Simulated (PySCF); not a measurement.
Isomers of C5H14Si3. Computed with TDDFT B3LYP/def2-SVPD, vertical, gas phase, core orbitals frozen in the response (PySCF 2.14.0, density-fitted response routines). Geometries: PBE0-D3(BJ)/def2-SVP; one conformer of each isolated species. Triplets are in the Tamm–Dancoff approximation.

A. `C=CC1[SiH2]C[SiH2]C[SiH2]1`
B. `CC#C[SiH2][C@@H]([SiH3])[SiH2]C`
C. `C=CC(=C)C[SiH2][SiH2][SiH3]`
D. `C=C[Si]([SiH3])([SiH3])C1CC1`

Lowest singlet levels (six at most, fewer where fewer were computed) with oscillator strengths:

1. 6.00 eV (f 0.245); 6.04 eV (f 0.021); 6.31 eV (f 0.000); 6.66 eV (f 0.015); 6.80 eV (f 0.004); 6.87 eV (f 0.006); T1 4.11 eV
2. 5.52 eV (f 0.050); 5.95 eV (f 0.032); 6.19 eV (f 0.110); 6.28 eV (f 0.117); 6.38 eV (f 0.057); 6.59 eV (f 0.025); T1 4.14 eV
3. 5.82 eV (f 0.000); 5.97 eV (f 0.011); 5.98 eV (f 0.002); 6.71 eV (f 0.008); 6.75 eV (f 0.002); 6.98 eV (f 0.157); T1 4.87 eV
4. 5.30 eV (f 0.246); 5.52 eV (f 0.052); 5.66 eV (f 0.001); 5.90 eV (f 0.004); 6.04 eV (f 0.006); 6.12 eV (f 0.003); T1 3.13 eV

Question: Which spectrum belongs to which structure?

Answer: 1 = A, 2 = D, 3 = B, 4 = C.
- A: S1 at 6.00 eV, HOMO→LUMO (90%); Löwdin shares by element: HOMO carbon 73% or more, silicon 6% or more (atoms not listed hold the other 21%); LUMO carbon 56% or more, silicon 6% or more (atoms not listed hold the other 38%); HOMO -6.80 and LUMO -0.43 eV.
- B: S1 at 5.82 eV, HOMO-1→LUMO (53%), HOMO→LUMO+1 (28%); Löwdin shares by element: HOMO carbon 80% or more (atoms not listed hold the other 20%); LUMO carbon 34% or more, silicon 26% or more (atoms not listed hold the other 41%); HOMO -7.44 and LUMO -0.27 eV.
- C: S1 at 5.30 eV, HOMO→LUMO (84%), HOMO-1→LUMO (10%); Löwdin shares by element: HOMO carbon 80% or more (atoms not listed hold the other 20%); LUMO carbon 77% or more (atoms not listed hold the other 23%); HOMO -6.65 and LUMO -1.34 eV.
- D: S1 at 5.52 eV, HOMO→LUMO (83%), HOMO-1→LUMO (14%); Löwdin shares by element: HOMO silicon 50%, carbon 12% or more (atoms not listed hold the other 38%); LUMO carbon 62% or more, silicon 17% or more (atoms not listed hold the other 21%); HOMO -7.12 and LUMO -0.87 eV.
